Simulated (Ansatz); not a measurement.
[NbO2Cl2]- (NbCl2O2⁻). Charge -1, multiplicity 3. Geometry PBE0-D4/def2-SVPD, that of the charge -1 singlet; atoms count from 1.

Cartesian coordinates in Å:
```
Nb 0.015 -0.033 0.131
O -0.923 0.561 1.454
O 1.177 -1.127 0.790
Cl 1.139 1.795 -0.955
Cl -1.409 -1.196 -1.420
```

In the def2 sets Nb takes a core potential; there is no spin–orbit coupling. The highest occupied level of the charge -1 triplet lies above zero (up to 0.54 eV). By energy differences its removal costs 1.32 eV (vertical, to the charge 0 doublet, at PBE0-D4/def2-TZVPD), and other spins of that charge weren't run; a positive level beside a positive removal energy at the same level points to self-interaction error. At PBE0-D4/def2-TZVPD a singlet of charge -1 lies 4.19 eV below the triplet at the same geometry.

Q: Estimate the Mulliken populations from the PBE0/def2-TZVPD orbitals of Ansatz.

A: 
```tsv
atom	charge (e)	spin (α − β)	d electrons
Nb1	1.70	0.72	2.94
O2	-0.68	0.62	–
O3	-0.68	0.62	–
Cl4	-0.67	0.03	–
Cl5	-0.67	0.03	–
```
Mulliken values and Mayer orders depend strongly on the basis. With diffuse functions, as here, like atoms can get unlike values, and bond orders can come out too low or too high.

Q: Where does the spin sit?

A: Summed by element: Nb 0.72, O 1.23, Cl 0.05, of 2 unpaired in all. Largest on single atoms: Nb1 0.72, O2 0.62, O3 0.62.

Q: And the Mayer bond orders between bonded heavy atoms (over 0.3)?

A: Nb1–O2 1.22 (1.73 Å); Nb1–O3 1.22 (1.73 Å); Nb1–Cl4 0.63 (2.41 Å); Nb1–Cl5 0.63 (2.41 Å). Values over 0.3 also appear between atoms too far apart for a bond (O2–O3 0.35 at 2.77 Å); they arise where an orbital or an unpaired electron spreads over both atoms.
